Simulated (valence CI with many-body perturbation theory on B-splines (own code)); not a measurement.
**Hyperfine factors and g values of Zr⁶⁺**

Method: valence CI with perturbative core correlation (CI+MBPT): six valence electrons over a frozen Dirac-Fock core [Ar] 3d10, a basis of 9 s, 9 p, 8 d, 6 f, 3 g, 1 h functions for each j, with the one-electron correlation potential Σ1 (screened to all orders), the two-electron term Σ2, the three-electron term Σ3, Breit, model QED; selected single and double excitations, second order for the rest, scaled by the run's own slope (own B-spline code, finite nucleus).

Set against measurement, 29 paired levels are off by 244 cm⁻¹ on average, the worst by 898. These come from a selection out of Rauch et al., Astron. Astrophys. 599, A142 (2017). Levels without a partner in it may be off by more. Among the levels kept, up to 1000 cm⁻¹ of a level comes from second order outside the variational space, and about a tenth of that is noise between levels of different J, which matters for small intervals. 1 measured level below the end of the list, from 289300 cm⁻¹ on, found no clear computed partner, and computed levels of the same name lie up to 2711 cm⁻¹ from them.

A/g_I is the dipole constant over the nuclear g factor μ/I (μ in nuclear magnetons, uniformly magnetised nucleus), B/Q the quadrupole constant per barn. Both hold the static response of the core; the bare values leave it out. Large factors of s and p1/2 electrons are usually good to 5 to 10 %; those of open d and f shells near neutrality can be off by tens of per cent, and small factors of p3/2, d and f electrons come from cancelling terms and can be off by a factor of two or in sign, in half-filled shells by more. B is blank for J = 1/2, where it vanishes, and for nearly pure S terms. Energies count from the lowest level. Levels with J = 0 are left out.

Names give the largest LS component (configuration and term), which can be under half, so a name can repeat, a term be missing and a line seem to break the LS rules; names also repeat where a configuration has a term twice. Letters in brackets count levels of one name in rising energy.

| Level | E (eV) | g | A/g_I (MHz) | A/g_I bare | B/Q (MHz/b) | B/Q bare |
| --- | --- | --- | --- | --- | --- | --- |
| 4s²4p⁴ ³P_2 | 0.000 | 1.455 | 2490 | 2220 | 3560 | 3240 |
| 4s²4p⁴ ³P_1 | 1.677 | 1.501 | -362 | -433 | -2300 | -2090 |
| 4s²4p⁴ ¹D_2 | 3.378 | 1.045 | 5340 | 4950 | -8210 | -7460 |
| 4s4p⁵ ³P°_2 | 23.869 | 1.501 | 13400 | 12400 | -4240 | -3850 |
| 4s4p⁵ ³P°_1 | 25.007 | 1.484 | 10000 | 9290 | 2120 | 1930 |
| 4s4p⁵ ¹P°_1 | 30.199 | 1.015 | 10300 | 9560 | -3700 | -3340 |
| 4s²4p³4d ⁵D°_1 | 32.630 | 1.490 | 305 | 202 | -288 | -230 |
| 4s²4p³4d ⁵D°_2 | 32.633 | 1.467 | 561 | 438 | -130 | -101 |
| 4s²4p³4d ⁵D°_3 | 32.646 | 1.471 | 551 | 432 | 291 | 241 |
| 4s²4p³4d ⁵D°_4 | 32.787 | 1.483 | 244 | 149 | 488 | 353 |
| 4s²4p³4d ³D°_2 [a] | 34.203 | 1.041 | 1030 | 949 | -40.9 | -68.0 |
| 4s²4p³4d ³D°_3 | 34.798 | 1.304 | 61.0 | 17.8 | 2270 | 2030 |
| 4s²4p³4d ³D°_1 [a] | 34.970 | 0.521 | 4060 | 3870 | 6.57 | -3.10 |
| 4s²4p³4d ³F°_2 [a] | 35.355 | 0.834 | 3980 | 3730 | -4920 | -4460 |
| 4s²4p³4d ³F°_3 [a] | 35.671 | 1.110 | 3290 | 3050 | -4630 | -4200 |
| 4s²4p³4d ³F°_4 | 36.141 | 1.222 | 2640 | 2440 | -4730 | -4320 |
| 4s²4p³4d ³G°_3 | 36.767 | 0.813 | 1560 | 1490 | 2860 | 2520 |
| 4s²4p³4d ³G°_4 | 37.017 | 1.115 | 1060 | 991 | 4760 | 4250 |
| 4s²4p³4d ³G°_5 | 37.396 | 1.200 | 2550 | 2350 | 698 | 553 |
| 4s²4p³4d ¹G°_4 | 37.647 | 1.023 | 3000 | 2780 | 456 | 338 |
| 4s²4p³4d ¹D°_2 | 38.664 | 1.000 | 2780 | 2590 | 3280 | 2960 |
| 4s²4p³4d ³D°_1 [b] | 38.809 | 0.522 | 550 | 600 | -1050 | -966 |
| 4s²4p³4d ³P°_1 | 39.502 | 1.485 | -114 | -142 | -704 | -632 |
| 4s²4p³4d ³D°_2 [b] | 39.794 | 1.126 | -237 | -211 | 1590 | 1400 |
| 4s²4p³4d ³F°_3 [b] | 39.961 | 1.067 | 2360 | 2190 | 2540 | 2240 |
| 4s²4p³4d ³F°_2 [b] | 40.125 | 0.803 | 2770 | 2620 | 2480 | 2220 |

Task: Take the isotope of mass number 91, with I = 5/2, μ = -1.3022 μN and Q = -0.176 b. What is the hyperfine structure of 4s²4p⁴ ³P_1?

Result: From the table A = 189 MHz, B = 404 MHz. Shifts from the centre of gravity in MHz: F = 3/2: -379, F = 5/2: -512, F = 7/2: 574.
